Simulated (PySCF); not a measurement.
Species: C₆H₅FNP.
SMILES with atom numbers: `[CH:1]#[C:2][CH2:3][n:4]1[cH:5][cH:6][p:7][c:8]1[F:9]` (hydrogens: H10 on C1; H11, H12 on C3; H13 on C5; H14 on C6)

Level of theory: PySCF, TDDFT CAM-B3LYP/def2-SVPD, vertical, gas phase, core orbitals frozen in the response. One conformer (not necessarily the lowest) at the GFN2-xTB geometry, without solvent, vibrations or thermal averaging. Torsions of this conformer, `[CH:1]#[C:2][CH2:3][n:4]1[cH:5][cH:6][p:7][c:8]1[F:9]`: C2–C3–N4–C5 79°.

| state | E (eV) | λ (nm) | f | main configurations (H = HOMO, L = LUMO) |
| --- | --- | --- | --- | --- |
| S1 | 5.50 | 225.3 | 0.101 | H→L (86%) |
| S2 | 5.72 | 216.8 | 0.0045 | H→L+1 (50%), H→L+8 (12%), H→L+3 (12%) |
| S3 | 5.79 | 214.0 | 0.011 | H→L+2 (58%), H-1→L (23%) |
| S4 | 6.19 | 200.4 | 0.0068 | H→L+3 (40%), H→L+1 (25%), H→L+7 (13%) |
| S5 | 6.46 | 191.8 | 0.079 | H-1→L (22%), H→L+2 (15%), H→L+7 (11%) |
| S6 | 6.54 | 189.5 | 0.094 | H-1→L (18%), H-3→L+3 (18%), H-3→L (13%) |
| S7 | 6.63 | 187.0 | 0.064 | H-2→L (52%), H-1→L (9%), H→L+3 (9%) |
| S8 | 6.71 | 184.8 | 0.048 | H→L+7 (25%), H-2→L (16%), H→L+4 (13%) |

Triplets, Tamm–Dancoff:

```
state  E (eV)  λ (nm)  main configurations (H = HOMO, L = LUMO)
   T1    3.54   350.1                                 H→L (81%)
   T2    4.65   266.6   H→L+2 (40%), H-1→L+2 (11%), H→L+6 (10%)
   T3    5.20   238.2                               H-1→L (81%)
```

The lowest singlet lies at 5.50 eV (225 nm, ultraviolet) and is of moderate strength; its leading configuration is HOMO→LUMO (86%). The lowest level is also the most intense of those listed (f = 0.101). Löwdin shares by element: HOMO carbon 43% or more, phosphorus 31%, fluorine 8% (atoms not listed hold the other 18%); LUMO carbon 28% or more, phosphorus 26%, nitrogen 13% (atoms not listed hold the other 32%). The oscillator strengths of these states sum to 0.408; summed over the whole spectrum of an exact calculation they would give the number of electrons, 72 (Thomas–Reiche–Kuhn). Weighted by f, the mean energy of these states is 6.27 eV. Orbital energies (eV): HOMO-3 -9.86, HOMO-2 -9.43, HOMO-1 -8.63, HOMO -7.56, LUMO 0.78, LUMO+1 1.05, LUMO+2 1.29. Only the lowest 8 singlets were computed, as vertical energies without vibronic structure.

The run took about 2.4 min of CPU time (one thread, shared machine).
